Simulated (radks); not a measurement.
Problem. These are the eigenvalues of the occupied orbitals of an atom or ion with whole-number occupations (eV). Method: scalar-relativistic Kohn-Sham, PBEsol, spin-polarised, spherical densities, finite nucleus; Fermi nuclear charge, rms radius of each element as measured or else 0.836 A^(1/3) + 0.57 fm; computed with a radial shooting solver on a logarithmic mesh with Libxc functionals.

orbital  eigenvalue
1s up     -76557.19
1s down   -76500.90
2s up     -18322.91
2s down   -18228.70
2p up     -16945.22

Which element is it, and in what charge state? The configuration may be excited. Open shells, if any, are filled with parallel spins first.

Solution. Z = 74, tungsten, charge +67: W67+ in [He] 2s2 2p3. The list shows which subshells hold electrons but not how many an open one holds; the 1s level, -2813.4 hartree, gives Z - s = 75.0 by -(Z - s)^2/2, which with screening and relativity narrows Z to a few neighbours, and the depths of the outer levels then fix element, charge and occupations together.
